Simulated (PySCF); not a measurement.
## Optical rotation: `InChI=1S/C3H8O3Si2/c4-2(5)1-3(6-7)8-1/h1,3H,8H2,7H3,(H,4,5)/t1-,3-/m0/s1`

Geometry (Å), atoms numbered from 1 in this order:
```xyz
16

O     1.091    0.691   -1.368
C     1.553    0.651   -0.250
O     2.644    1.368    0.087
C     1.063   -0.185    0.835
Si    0.302   -1.833    0.216
C    -0.477   -0.305    0.995
O    -1.288    0.616    0.388
Si   -2.163    0.623   -0.977
H     2.940    1.889   -0.675
H     1.631   -0.077    1.750
H     0.274   -2.024   -1.215
H     0.481   -2.952    1.125
H    -0.744   -0.378    2.051
H    -1.385    0.499   -2.201
H    -2.804    1.918   -0.801
H    -3.125   -0.491   -0.931
```

Method used: PySCF, TDDFT B3LYP/def2-SVPD circular dichroism and optical rotation, one conformer, gas phase. Geometry: GFN2-xTB.

The molecule is flexible and this is one conformer; a measurement averages over conformers. States above about 6.9 eV (minus the energy of the highest occupied orbital) lie near or above the ionisation threshold and depend on the basis.

Stereocentres: C4 S, C6 S.

Problem. What is the specific rotation at 633, 589.3, 546, 436, 405, 365, 355 nm?

Solution. [α] in deg dm⁻¹ (g/mL)⁻¹:
```tsv
λ (nm)	origin-invariant length gauge	modified velocity gauge	length gauge (centre of mass)	isotropic polarisability (au)
633	+250.5	+266.2	+255.2	102.2
589.3	+297.9	+316.5	+303.4	102.7
546	+360.4	+383.0	+367.0	103.3
436	+667.4	+708.8	+679.1	106.2
405	+838.3	+890.0	+852.7	107.5
365	+1197.8	+1270.3	+1217.8	110.0
355	+1330.0	+1410.0	+1351.9	110.8
```

Problem. And for the mirror image at 589.3 nm?

Solution. -297.9 deg dm⁻¹ (g/mL)⁻¹ (origin-invariant length gauge): the same size and the opposite sign.

Problem. What is the molar rotation [Φ] = [α]·M/100 of the geometry above at 589.3 nm?

Solution. With M = 148.26 g/mol, +441.6 deg cm² dmol⁻¹ (origin-invariant length gauge).

The first excitation lies at 5.25 eV (236 nm) with R = +34.9 × 10⁻⁴⁰ esu² cm² (velocity form).
